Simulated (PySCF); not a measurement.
A run for PySCF: R-B3LYP/3-21G on C2H6 (SMILES CC), a point of a torsion scan.

```python
from pyscf import gto, scf, dft, mp
from pyscf.data.elements import chemcore

mol = gto.M(
    atom='''
    C    -0.75886160    0.08104310   -0.01270425
    C     0.76264072   -0.04019689   -0.00131142
    H    -1.19304805   -0.55386381   -0.78145667
    H    -1.07086994    1.10762599   -0.18162299
    H    -1.17257320   -0.24528726    0.93981331
    H     1.21501519    0.68791846   -0.67049797
    H     1.08052012   -1.03691712   -0.29336892
    H     1.15168711    0.15988839    0.99545514
    ''',
    basis='3-21g',
    charge=0, spin=0, verbose=3, max_memory=1800)
mf = dft.RKS(mol, xc='b3lyp')
mf.conv_tol = 1e-8
mf.max_cycle = 100
mf.kernel()
if not mf.converged:
    mf = mf.newton().run(mf.mo_coeff, mf.mo_occ)
```

What total energy does the run end on?

-79.3980 hartree.
